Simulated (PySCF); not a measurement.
**Electron correlation in Au²⁺ (gold, charge +2)**

[Xe] 4f14 5d8 6p1, one real determinant (an excited configuration). Calculation: PySCF 2.14, in ANO-RCC-VTZP; scalar relativity by spin-free X2C-1e. Frozen: [Xe] 4f14; 9 electrons correlated.

```
  level  correlation energy (mhartree)
   CCSD                        -212.57
    (T)                          -7.21
CCSD(T)                        -219.78
```

Diagnostics: T1 = 0.0092, D1 = 0.0325, largest double amplitude 0.050.

The real determinant used has ⟨L²⟩ near 14 against 20 for a pure G term, so it mixes terms. Spin-orbit coupling, absent here, splits the open shell strongly.

Cost of the coupled-cluster step: of the order of 11 core-seconds, for 9 correlated electrons.

Iterations:

```
CC2 = 0
CCSD nocc = (np.int64(6), np.int64(3)), nmo = (50, 50)
frozen orbitals [[0, 1, 2, 3, 4, 5, 6, 7, 8, 9, 10, 11, 12, 13, 14, 15, 16, 17, 18, 19, 20, 21, 22, 23, 24, 25, 26, 27, 28, 29, 30, 31, 32, 33], [0, 1, 2, 3, 4, 5, 6, 7, 8, 9, 10, 11, 12, 13, 14, 15, 16, 17, 18, 19, 20, 21, 22, 23, 24, 25, 26, 27, 28, 29, 30, 31, 32, 33]]
max_cycle = 100
direct = 0
conv_tol = 1e-08
conv_tol_normt = 1e-06
diis_space = 8
diis_start_cycle = 0
Init t2, MP2 energy = -0.209778718489311
Init E_corr(UCCSD) = -0.209778718489554
cycle = 1  E_corr(UCCSD) = -0.208468696588361  dE = 0.0013100219  norm(t1,t2) = 0.0371443
cycle = 2  E_corr(UCCSD) = -0.210518236069114  dE = -0.00204953948  norm(t1,t2) = 0.0188437
cycle = 3  E_corr(UCCSD) = -0.212077592247794  dE = -0.00155935618  norm(t1,t2) = 0.0125472
cycle = 4  E_corr(UCCSD) = -0.212332364762863  dE = -0.000254772515  norm(t1,t2) = 0.00618528
cycle = 5  E_corr(UCCSD) = -0.212394303589826  dE = -6.1938827e-05  norm(t1,t2) = 0.00401364
cycle = 6  E_corr(UCCSD) = -0.212551962941081  dE = -0.000157659351  norm(t1,t2) = 0.00253745
cycle = 7  E_corr(UCCSD) = -0.212547177059401  dE = 4.78588168e-06  norm(t1,t2) = 0.00124099
cycle = 8  E_corr(UCCSD) = -0.212553286515774  dE = -6.10945637e-06  norm(t1,t2) = 0.000897242
cycle = 9  E_corr(UCCSD) = -0.212558598531744  dE = -5.31201597e-06  norm(t1,t2) = 0.00145208
cycle = 10  E_corr(UCCSD) = -0.212574586041964  dE = -1.59875102e-05  norm(t1,t2) = 0.000569057
cycle = 11  E_corr(UCCSD) = -0.212565573167305  dE = 9.01287466e-06  norm(t1,t2) = 0.000281777
cycle = 12  E_corr(UCCSD) = -0.212573379365229  dE = -7.80619792e-06  norm(t1,t2) = 9.99938e-05
cycle = 13  E_corr(UCCSD) = -0.21257490589536  dE = -1.52653013e-06  norm(t1,t2) = 3.07778e-05
cycle = 14  E_corr(UCCSD) = -0.212575240819825  dE = -3.34924465e-07  norm(t1,t2) = 1.22063e-05
cycle = 15  E_corr(UCCSD) = -0.212574785720332  dE = 4.55099493e-07  norm(t1,t2) = 5.44226e-06
cycle = 16  E_corr(UCCSD) = -0.21257468132288  dE = 1.04397453e-07  norm(t1,t2) = 2.65162e-06
cycle = 17  E_corr(UCCSD) = -0.212574663226408  dE = 1.80964715e-08  norm(t1,t2) = 1.55515e-06
cycle = 18  E_corr(UCCSD) = -0.212574662074108  dE = 1.15229998e-09  norm(t1,t2) = 1.43693e-06
cycle = 19  E_corr(UCCSD) = -0.21257465294184  dE = 9.13226861e-09  norm(t1,t2) = 1.38261e-06
cycle = 20  E_corr(UCCSD) = -0.212574607125383  dE = 4.58164563e-08  norm(t1,t2) = 5.75667e-07
cycle = 21  E_corr(UCCSD) = -0.21257459943033  dE = 7.69505346e-09  norm(t1,t2) = 1.85638e-07
UCCSD converged
E(UCCSD) = -19006.89736738995  E_corr = -0.21257459943033
UCCSD(T) correction = -0.00720555817667072
```

The reference is one real determinant that mixes LS terms of this configuration.
